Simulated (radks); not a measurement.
Question: These are the eigenvalues of the occupied orbitals of an atom or ion with whole-number occupations (eV). All-electron calculation, Dirac Kohn-Sham, PBE, spin-unpolarised, spherical densities, finite nucleus; Fermi nuclear charge, rms radius of each element as measured or else 0.836 A^(1/3) + 0.57 fm. Program: a radial shooting solver on a logarithmic mesh with Libxc functionals.

orbital  eigenvalue
1s1/2     -88228.99
2s1/2     -22082.98

Which element is it, and in what charge state? The configuration may be excited. Open shells, if any, are shared by 2j + 1.

Answer: Z = 78, platinum, charge +75: Pt75+ in [He] 2s1. The 1s level, -3242.4 hartree, gives Z - s = 80.5 by -(Z - s)^2/2, which with screening and relativity narrows Z to a few neighbours, and the depths must fix Z and the occupations together.
